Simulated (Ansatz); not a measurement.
Species: BH$_{2}$Se, charge 0, doublet. BH2Se (SMILES B[Se], doublet).
B3LYP-D3(BJ)/def2-TZVP minimum from Ansatz (a quantum-chemistry and plane-wave program):
```
B
H 1 1.1916
H 1 1.1916 2 121.55
Se 1 1.8712 2 119.22 3 180.00
```
Charge 0, spin multiplicity 2.

Total energies in cc-pVTZ, 11 correlated electrons, 15 frozen orbitals. Open shells are spin-unrestricted; no spin-orbit coupling. Cores are frozen in correlated methods (noble-gas shells, and filled d and f shells in the p block). No relativity.

```csv
method,program,energy (Eh),minus CCSDT(Q) (mEh)
HF,Ansatz,-2425.74265,274.22
MP2,Ansatz,-2425.97226,44.61
CCSD,Ansatz,-2426.00439,12.49
CCSD(T),Ansatz,-2426.01511,1.76
CCSDT(Q),Ansatz,-2426.01687,0.00
```

Rough core times of Ansatz's runs on a shared machine: CCSD(T) under 20 s, CCSDT(Q) 8 min.
